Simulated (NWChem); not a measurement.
System: C₂H₆F₂Si; SMILES FC[SiH2]CF

```xyz
11

F      1.8395     0.4008    -0.8922
C      1.3849    -0.6456    -0.1092
Si     0.0000     0.0000     1.0170
C     -1.3849     0.6456    -0.1092
F     -1.8395    -0.4008    -0.8922
H      0.9978    -1.4437    -0.7675
H      2.2308    -1.0662     0.4623
H     -0.5058    -1.1169     1.8709
H      0.5058     1.1169     1.8709
H     -2.2308     1.0662     0.4623
H     -0.9978     1.4437    -0.7675
```
Atoms are numbered in this order, from 1.

Results from NWChem. Medium grid unless said otherwise, to which SCAN and Minnesota functionals are sensitive. Geometry: optimised at PBE0/def2-SVP. Total energies of different functionals are on different scales.

| level | energy (Ha) | highest occupied level (eV) | orbital gap (eV) | dipole (D) |
|---|---|---|---|---|
| PBE/def2-TZVP | -568.6522 | -7.00 | 6.69 | 1.29 |
| B3LYP/def2-TZVP | -569.1333 | -8.29 | 8.54 | 1.51 |
| PBE0/def2-TZVP | -568.6929 | -8.50 | 9.01 | 1.47 |
| r2SCAN/def2-TZVP | -568.9435 | -7.32 | 7.47 | 1.38 |
| TPSSh/def2-TZVP | -569.1278 | (withheld) | (withheld) | 1.45 |
| BLYP/def2-TZVP | -569.0411 | -6.92 | 6.70 | 1.36 |

Question: What belongs in the gaps?

Answer: 
- TPSSh/def2-TZVP, highest occupied level (eV): -7.71
- TPSSh/def2-TZVP, orbital gap (eV): 7.93
